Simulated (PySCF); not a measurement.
Identify the unknown among the candidates.

All candidates are C5H9O2P.

| technique | computed result |
| --- | --- |
| Triplet | lowest triplet excitation (Tamm–Dancoff): 5.42 eV [TDA B3LYP/def2-SVPD] |
| NMR, other nuclei | isotropic shieldings of nuclei other than C and H, by class: 176 (1 O), 229 (1 O), 277 (1 P) ppm [GIAO PBE0/pcSseg-1] |
| Polarisability | 86.5 au [B3LYP/def2-SVPD] |
| 13C NMR | chemical shifts (computed TMS as zero) by class: 80.8 (1 C), 78.4 (1 C), 27.6 (1 C), 23.1 (1 C), 8.4 (1 C) ppm [GIAO PBE0/pcSseg-1] |
| UV, strongest line | among the 8 lowest singlet transitions: S6 at 7.24 eV (171 nm, f = 0.031) [TDDFT B3LYP/def2-SVPD] |
| Rotational structure | rotational constants A, B, C: 2.169, 1.463, 1.147 GHz [GFN2-xTB] |
| 1H NMR | chemical shifts (computed TMS as zero) by class: 2.82 (1 H), 2.73 (1 H), 2.55 (1 H), 2.18 (1 H), 1.54 (1 H), 1.50 (1 H), 1.19 (3 H) ppm [GIAO PBE0/pcSseg-1] |

The electronic properties come from PySCF, for the isolated species, density fitting. Levels stand in brackets. The structure is a single GFN2-xTB conformer in the gas phase; no vibrational or solvent corrections. Each NMR value is the plain mean over a class of atoms that symmetry, rotation or inversion makes alike.

Task: Which candidate is it?
A. `COC(=O)PC1CC1`
B. `C=C[P@@](=O)(O)C1CC1`
C. `C#CC[P@](=O)(O)CC`

Result: C. It is `C#CC[P@](=O)(O)CC`. Numbering: `[CH:1]#[C:2][CH2:3][P@:4](=[O:5])([OH:6])[CH2:7][CH3:8]`. 5 carbons fall into 5 classes; from least to most shielded: alkyne carbon [C2] (80.8 ppm), terminal alkyne carbon [C1] (78.4 ppm), sp3 carbon bound to phosphorus [C7] (27.6 ppm), sp3 carbon bound to phosphorus [C3] (23.1 ppm), methyl carbon [C8] (8.4 ppm). Hydrogen classes from least to most shielded: 1 H on an sp3 carbon bound to phosphorus, C3 (2.82 ppm), 1 H on an sp3 carbon bound to phosphorus, C3 (2.73 ppm), 1 H on an sp3 carbon bound to phosphorus, C7 (2.55 ppm), 1 H on a hydroxyl oxygen, O6 (2.18 ppm), 1 H on an sp3 carbon bound to phosphorus, C7 (1.54 ppm), 1 H on a terminal alkyne carbon, C1 (1.50 ppm), 3 H on a methyl carbon, C8 (1.19 ppm). The other shieldings belong to: 176 ppm, phosphoryl oxygen [O5]; 229 ppm, hydroxyl oxygen [O6]; 277 ppm, phosphoryl phosphorus [P4]. The optimised geometry has point group C1 and is an asymmetric top.

The others, at the same levels:
- `C=C[P@@](=O)(O)C1CC1` fails: its computed 13C shifts are 141.8 (1 C), 137.9 (1 C), 14.3 (1 C), 2.6 (1 C), 2.3 (1 C) ppm, 1H shifts are 6.48 (1 H), 6.46 (1 H), 6.32 (1 H), 2.38 (1 H), 1.12 (1 H), 0.81 (1 H), 0.70 (1 H), 0.60 (1 H), 0.55 (1 H) ppm and rotational constant A is 2.802 GHz (against 2.169 GHz).
- `COC(=O)PC1CC1` fails: it has 4 carbon classes against 5; its computed 13C shifts are 185.3 (1 C), 51.4 (1 C), 9.7 (2 C), 6.9 (1 C) ppm, 1H shifts are 4.02 (3 H), 2.88 (1 H), 0.96 (1 H), 0.89 (2 H), 0.35 (2 H) ppm and lowest triplet excitation (Tamm–Dancoff) is 4.46 eV (against 5.42 eV).

Each candidate is one conformer, not necessarily the lowest. Dipoles, sizes and rotational constants follow the conformer. The torsions of the flexible species, by atom-mapped SMILES:
- `[CH:1]#[C:2][CH2:3][P@:4](=[O:5])([OH:6])[CH2:7][CH3:8]`: C2–C3–P4–O5 -78°, C3–P4–C7–C8 53°, H–O6–P4–C3 130°
- `[CH2:1]=[CH:2][P@@:3](=[O:4])([OH:5])[CH:6]1[CH2:7][CH2:8]1`: C1–C2–P3–O4 -130°, C2–P3–C6–C7 83°, H–O5–P3–C2 -125°
- `[CH3:1][O:2][C:3](=[O:4])[PH:5][CH:6]1[CH2:7][CH2:8]1`: C1–O2–C3–O4 0°, O2–C3–P5–C6 58°, C3–P5–C6–C7 136°
